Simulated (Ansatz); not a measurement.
Species: C2H7Ge, net charge 0, doublet state. SMILES: [CH3][GeH][CH3]
Coordinates optimised at B3LYP-D3(BJ)/def2-TZVP (Ansatz, a first-principles code):
```
Ge
H 1 1.5576
C 1 1.9806 2 109.45
H 3 1.0889 1 110.74 2 -58.19
H 3 1.0894 4 108.98 1 121.51
H 3 1.0926 4 108.81 5 118.45
C 1 1.9806 2 109.45 3 120.63
H 7 1.0889 1 110.74 2 58.19
H 7 1.0894 8 108.98 1 -121.51
H 7 1.0926 8 108.81 9 -118.45
```
Charge 0, spin multiplicity 2.

Property: atomisation energy, in kcal/mol. Conventions: non-relativistic; LANL2DZ with its own core potentials from Na on; spin-orbit terms left out; UHF or UKS for open shells; six Cartesian d functions in 6-31G* and its kin unless marked 5d; atomisation electronic, to ground-state atoms. Ab initio and DFT rows: single points at B3LYP-D3(BJ) geometries (Ansatz).

| level | program | atomisation energy (kcal/mol) |
|---|---|---|
| HF/STO-3G | Ansatz | 829.9 |
| HF/3-21G | Ansatz | 609.3 |
| HF/LANL2DZ | Ansatz | 589.0 |
| HF/6-31G* | Ansatz | 608.3 |
| HF/6-31G* with LANL2DZ past Ar | Ansatz | 601.8 |

No value to compare with is used here. The 5 habitual levels span 589.0 (HF/LANL2DZ) to 829.9 kcal/mol (HF/STO-3G).

The sets are all those run for this method; left out are runs that failed, that the program found above a lower state of the same kind, or whose <S^2> lies over 0.5 above the pure value.
